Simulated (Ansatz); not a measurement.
Level of theory: B3LYP-D3(BJ)/def2-SVP (Ansatz, a program for electronic structure). No frequencies were computed at this level.

Ansatz 0.2 input:
```yaml
crystal:
  periodic: [false, false, false]
  atoms:
    - { symbol: Al, position_ang: [-0.047592, -0.044673, 0.202911] }
    - { symbol: H, position_ang: [-0.171464, -1.598598, 0.39779] }
    - { symbol: H, position_ang: [0.281624, 0.49538, -1.235591] }
    - { symbol: H, position_ang: [-0.778531, 0.896002, 1.204279] }
    - { symbol: C, position_ang: [2.956891, -0.396505, 0.552748] }
    - { symbol: N, position_ang: [1.887954, -0.04161, 0.732767] }
    - { symbol: H, position_ang: [3.955598, -0.716995, 0.400707] }
basis:
  gaussian: { orbitals: def2-svp }
hamiltonian:
  xc: b3lyp
  dispersion: d3bj
relax:
  max_steps: 150
```

Output:

```
Functional definition: B3LYP
709 factors; integrals over basis functions are off by at most 4.3e-4 eV
mean field evaluation 1: about -9181.1368 eV, gradient 3.6e1 eV
mean field evaluation 2: about -9173.5714 eV, gradient 6.9e1 eV
mean field evaluation 4: about -9184.3237 eV, gradient 1.8e0 eV
mean field evaluation 8: about -9184.3322 eV, gradient 6.0e-2 eV
mean field -9184.33224985 eV, -337.5179848180 hartree, gradient 2.1e-5 eV, S^2 0.000000; 0 other end points of the search recorded, 0 dependent functions left out
reference -9184.33248997 eV, -337.5179936424 hartree; 15, 15 occupied and 51, 51 virtual orbitals, 709 factors
relax step   1: F+E_penalty+E_count = -9184.51845762 eV  Δ(F+E_penalty+E_count) = +0.000e0 eV  max|allowed force component| = 8.074e-1 eV/Å  Δτ_max = 0.0000 Å  (23 SCF iters, accepted)
these checks for a lower state are left out or cut short: starts, cluster_reference, orbital_swaps, neighbouring_geometries, increment
709 factors; integrals over basis functions are off by at most 5.1e-4 eV
mean field evaluation 16: about -9184.4318 eV, gradient 5.7e-2 eV
mean field -9184.43200678 eV, -337.5216508177 hartree, gradient 4.3e-5 eV, S^2 0.000000; 0 other end points of the search recorded, 0 dependent functions left out
reference -9184.43224963 eV, -337.5216597420 hartree; 15, 15 occupied and 51, 51 virtual orbitals, 709 factors
relax step   2: F+E_penalty+E_count = -9184.61354090 eV  Δ(F+E_penalty+E_count) = -9.508e-2 eV  max|allowed force component| = 6.084e-1 eV/Å  Δτ_max = 0.1193 Å  (23 SCF iters, accepted)
these checks for a lower state are left out or cut short: starts, cluster_reference, orbital_swaps, neighbouring_geometries, increment
709 factors; integrals over basis functions are off by at most 5.1e-4 eV
mean field -9184.47243344 eV, -337.5231364699 hartree, gradient 6.4e-6 eV, S^2 0.000000; 0 other end points of the search recorded, 0 dependent functions left out
reference -9184.47267924 eV, -337.5231455028 hartree; 15, 15 occupied and 51, 51 virtual orbitals, 709 factors
relax step   3: F+E_penalty+E_count = -9184.65151972 eV  Δ(F+E_penalty+E_count) = -3.798e-2 eV  max|allowed force component| = 1.168e0 eV/Å  Δτ_max = 0.1014 Å  (27 SCF iters, accepted)
these checks for a lower state are left out or cut short: starts, cluster_reference, orbital_swaps, neighbouring_geometries, increment
709 factors; integrals over basis functions are off by at most 5.0e-4 eV
mean field evaluation 32: about -9184.4743 eV, gradient 2.0e-5 eV
mean field -9184.47432182 eV, -337.5232058666 hartree, gradient 2.0e-5 eV, S^2 0.000000; 0 other end points of the search recorded, 0 dependent functions left out
reference -9184.47457050 eV, -337.5232150056 hartree; 15, 15 occupied and 51, 51 virtual orbitals, 709 factors
relax step   4: F+E_penalty+E_count = -9184.65221233 eV  Δ(F+E_penalty+E_count) = -6.926e-4 eV  max|allowed force component| = 4.367e0 eV/Å  Δτ_max = 0.2000 Å  (27 SCF iters, accepted)
these checks for a lower state are left out or cut short: starts, cluster_reference, orbital_swaps, neighbouring_geometries, increment
709 factors; integrals over basis functions are off by at most 5.0e-4 eV
mean field -9184.51376927 eV, -337.5246555335 hartree, gradient 4.3e-5 eV, S^2 0.000000; 0 other end points of the search recorded, 0 dependent functions left out
reference -9184.51401691 eV, -337.5246646342 hartree; 15, 15 occupied and 51, 51 virtual orbitals, 709 factors
relax step   5: F+E_penalty+E_count = -9184.69371393 eV  Δ(F+E_penalty+E_count) = -4.150e-2 eV  max|allowed force component| = 1.854e0 eV/Å  Δτ_max = 0.0706 Å  (23 SCF iters, accepted)
these checks for a lower state are left out or cut short: starts, cluster_reference, orbital_swaps, neighbouring_geometries, increment
709 factors; integrals over basis functions are off by at most 4.8e-4 eV
mean field -9184.53377669 eV, -337.5253907927 hartree, gradient 1.6e-5 eV, S^2 0.000000; 0 other end points of the search recorded, 0 dependent functions left out
reference -9184.53402478 eV, -337.5253999098 hartree; 15, 15 occupied and 51, 51 virtual orbitals, 709 factors
relax step   6: F+E_penalty+E_count = -9184.71285723 eV  Δ(F+E_penalty+E_count) = -1.914e-2 eV  max|allowed force component| = 2.924e-1 eV/Å  Δτ_max = 0.0579 Å  (23 SCF iters, accepted)
these checks for a lower state are left out or cut short: starts, cluster_reference, orbital_swaps, neighbouring_geometries, increment
709 factors; integrals over basis functions are off by at most 4.8e-4 eV
mean field -9184.53688310 eV, -337.5255049513 hartree, gradient 2.2e-5 eV, S^2 0.000000; 0 other end points of the search recorded, 0 dependent functions left out
reference -9184.53713166 eV, -337.5255140857 hartree; 15, 15 occupied and 51, 51 virtual orbitals, 709 factors
relax step   7: F+E_penalty+E_count = -9184.71526688 eV  Δ(F+E_penalty+E_count) = -2.410e-3 eV  max|allowed force component| = 2.993e-2 eV/Å  Δτ_max = 0.0216 Å  (22 SCF iters, accepted)
these checks for a lower state are left out or cut short: starts, cluster_reference, orbital_swaps, neighbouring_geometries, increment
709 factors; integrals over basis functions are off by at most 4.8e-4 eV
mean field -9184.53696821 eV, -337.5255080790 hartree, gradient 2.1e-5 eV, S^2 0.000000; 0 other end points of the search recorded, 0 dependent functions left out
reference -9184.53721680 eV, -337.5255172146 hartree; 15, 15 occupied and 51, 51 virtual orbitals, 709 factors
relax step   8: F+E_penalty+E_count = -9184.71529345 eV  Δ(F+E_penalty+E_count) = -2.656e-5 eV  max|allowed force component| = 1.177e-3 eV/Å  Δτ_max = 0.0030 Å  (20 SCF iters, accepted)
709 factors; integrals over basis functions are off by at most 4.8e-4 eV
mean field evaluation 64: about -9184.5370 eV, gradient 1.1e-2 eV
mean field -9184.53696821 eV, -337.5255080790 hartree, gradient 2.1e-5 eV, S^2 0.000000; 1 other end points of the search recorded, 0 dependent functions left out
reference -9184.53721680 eV, -337.5255172146 hartree; 15, 15 occupied and 51, 51 virtual orbitals, 709 factors
Total energy: -9184.71554204 eV, -337.5320705461 hartree
Atom 0 at    -0.098849    -0.082502     0.138020 Å, force    -0.000280     0.000046    -0.000005 eV/Å
Atom 1 at    -0.498777    -1.617188     0.320295 Å, force    -0.000082    -0.000375    -0.000009 eV/Å
Atom 2 at    -0.053180     0.510296    -1.343514 Å, force     0.000003     0.000092    -0.000356 eV/Å
Atom 3 at    -0.410637     0.921977     1.338938 Å, force     0.000531     0.000141     0.000310 eV/Å
Atom 4 at     3.071152    -0.381974     0.603957 Å, force     0.000461     0.000060     0.000160 eV/Å
Atom 5 at     1.938755    -0.274563     0.438109 Å, force     0.000544    -0.000201    -0.000132 eV/Å
Atom 6 at     4.136018    -0.483044     0.759807 Å, force    -0.001177     0.000236     0.000031 eV/Å
Dipole moment:     1.340233    -0.126671     0.196900 e Å
```

Cost: around 20 core-seconds (rough).
